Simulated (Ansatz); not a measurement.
# A geometry optimisation of ClHSi2Sn with PBE-D3(BJ)/def2-SVP

The starting geometry of this gas-phase singlet was optimised with GFN2-xTB.

```csv
atom,x (Å),y (Å),z (Å)
Cl,-1.5986,2.6439,-2.4118
Si,-0.2988,2.4406,-0.8648
Si,1.1254,2.4999,0.7950
Sn,0.4184,-0.0854,0.1485
H,-1.0604,-0.3393,-1.0896
```

**Question.** Where would you expect an optimisation with PBE-D3(BJ)/def2-SVP to take it?

**Answer.** A new bond forms, giving a structure with H5 bridging Sn4 and Si2, given below by its coordinates. Contacts that close: Si2–H5 (2.89 → 1.62 Å).

The energy falls by 0.75 eV over 10 steps:

```tsv
step	E − E(last) (eV)
1	0.747
2	0.579
3	0.428
4	0.226
5	0.037
6	0.012
7	0.001
8	0.000
9	0.000
10	0.000
```

Final geometry (Å):

```yaml
atoms:
  - { symbol: Cl, position_ang: [-1.6653, 2.6957, -2.4076] }
  - { symbol: Si, position_ang: [-0.4313, 1.9171, -0.9206] }
  - { symbol: Si, position_ang: [1.0485, 2.3973, 0.6572] }
  - { symbol: Sn, position_ang: [0.4753, -0.2138, 0.3991] }
  - { symbol: H, position_ang: [-0.8412, 0.3634, -1.1508] }
```

Frequencies at the end are all real (lowest 97 cm⁻¹). Atoms past krypton carry core potentials, without spin–orbit terms. Run with Ansatz 0.2.0, 8.7 s on 1 thread of AMD EPYC 9R45 96-Core Processor (Zen 5), with other jobs on the host.
